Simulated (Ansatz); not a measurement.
`[CH3][GeH2][NH][Si](C)(F)F` + `CI` → `C[Si](F)(F)I` + `C[NH][GeH2][CH3]`  (formal exchange of groups at the Si–N bond)

Calculated with Ansatz (gas phase, PBE0-D4/def2-TZVP geometries, no zero-point term in ΔE). CBS: MP2 limit from def2 TZ/QZ plus the TZ coupled-cluster correction, frozen cores. DFT in def2-TZVPP. Elements past krypton have def2 core potentials. For Ge, I outer-core shells are correlated without core-valence functions, which leaves a few kJ/mol of doubt a bond. Scalar relativity is left out up to krypton. Each species was taken in one conformer, which may not be the lowest.

| species | revPBE energy (Eh) |
| --- | --- |
| `[CH3][GeH2][NH][Si](C)(F)F` | -2702.58157 |
| `CI` | -337.66436 |
| `C[Si](F)(F)I` | -827.00349 |
| `C[NH][GeH2][CH3]` | -2213.23161 |

(1) Work out ΔE.

Largest T1 diagnostic among the species: 0.011.

Results:

(1) ΔE = (-827.00349) + (-2213.23161) − (-2702.58157) − (-337.66436) = 0.01083 Eh = +28.4 kJ/mol. CCSD(T)/CBS gives +45.6 kJ/mol.

From PBE to PBE0 (25 % exact exchange), in def2-TZVPP and without D4, ΔE moves by +3.3 kJ/mol. The D4 term adds +3.3 kJ/mol with B3LYP and +2.2 kJ/mol with PBE0; it sums over pairs of atoms, weighted by their polarisabilities, and B3LYP, whose exchange is more repulsive, gets the larger term.

B3LYP here is the variant with VWN-RPA as its local correlation; programs differ in this.
